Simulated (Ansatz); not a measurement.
CH4ClGaO, SMILES C[O][GaH][Cl].

Coordinates come from a PBE0-D3(BJ)/def2-SVP optimisation. The structure was generated by enumeration; whether it is a known compound was not checked. Other conformers were not sampled.

Two levels are set side by side: PBE/def2-SVPD (Ansatz, an electronic-structure program) and PBE0/def2-SVPD (Ansatz). Energy differences of separate SCF runs at the same geometry; the states with an electron removed or added have multiplicity 2 and 2. Differences are taken from unrounded values.

| quantity | PBE |
|---|---|
| vertical ionisation energy (eV) | 10.00 |
| vertical singlet–triplet gap (eV) | 5.12 |

**Question.** These are the PBE values. What does PBE0 give? (An estimate is asked for; the answer gives what the named calculation found.)

**Answer.** 
```json
[
 {"quantity": "vertical ionisation energy (eV)", "PBE0": "10.37", "PBE minus PBE0": "-0.37"},
 {"quantity": "vertical singlet–triplet gap (eV)", "PBE0": "5.53", "PBE minus PBE0": "-0.41"}
]
```
